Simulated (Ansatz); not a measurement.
C4H9S (SMILES CC(C)(C)[S]), doublet, geometry from GFN2-xTB; Ansatz (a first-principles code) with SC-NEVPT2/STO-3G, CASSCF(7,5).

The Ansatz input:
Ansatz 0.2 input:
```yaml
crystal:
  periodic: [false, false, false]
  atoms:
    - {symbol: C, position_ang: [-0.71745145, 0.98266111, -1.11532166]}
    - {symbol: C, position_ang: [-0.07307485, -0.12036411, -0.28018997]}
    - {symbol: C, position_ang: [1.21491749, -0.61411512, -0.93334880]}
    - {symbol: C, position_ang: [-1.04735061, -1.27427983, -0.05974490]}
    - {symbol: S, position_ang: [0.35244368, 0.58052213, 1.35137027]}
    - {symbol: H, position_ang: [-0.98321875, 0.59412497, -2.09715649]}
    - {symbol: H, position_ang: [-1.61894570, 1.35196811, -0.63128973]}
    - {symbol: H, position_ang: [-0.02993588, 1.81566568, -1.24490628]}
    - {symbol: H, position_ang: [1.68611171, -1.37910305, -0.32004960]}
    - {symbol: H, position_ang: [0.99309215, -1.03896185, -1.91104558]}
    - {symbol: H, position_ang: [1.91783181, 0.20616498, -1.06148331]}
    - {symbol: H, position_ang: [-1.32061980, -1.71413868, -1.01757598]}
    - {symbol: H, position_ang: [-1.95147377, -0.92295805, 0.43269876]}
    - {symbol: H, position_ang: [-0.59418407, -2.04452852, 0.56051591]}
basis:
  gaussian:
    orbitals: STO-3G
correlation: {method: sc_nevpt2, electrons: all, active_space: {window: {electrons: 7, orbitals: 5}}}
magnetization: {spin_polarized: false, initial_magnetization: 1}
```

Output, abridged:

```
Functional definition: HF
512 factors; integrals over basis functions are off by at most 2.8e-5 eV
mean field evaluation 1: about -14910.3899 eV, gradient 2.0e1 eV
mean field evaluation 2: about -14910.6916 eV, gradient 2.0e1 eV
mean field evaluation 4: about -14912.7875 eV, gradient 1.5e0 eV
mean field evaluation 8: about -14912.7963 eV, gradient 7.2e-6 eV
mean field evaluation 16: about -14912.7963 eV, gradient 1.6e-6 eV
mean field evaluation 32: about -14912.7963 eV, gradient 1.6e-6 eV
mean field -14912.79631418 eV, -548.0351562897 hartree, gradient 2.4e-6 eV, S^2 0.750000; 7 other end points of the search recorded, 0 dependent functions left out
reference -14912.79631418 eV, -548.0351562897 hartree; 25, 24 occupied and 13, 14 virtual orbitals, 512 factors
state -14913.40610233 eV, -548.0575655910 hartree
state -14913.40610233 eV, -548.0575655910 hartree; corrected -14918.93604370 eV, -548.2607871878 hartree
Total energy: -14918.93604370 eV, -548.2607871878 hartree
```
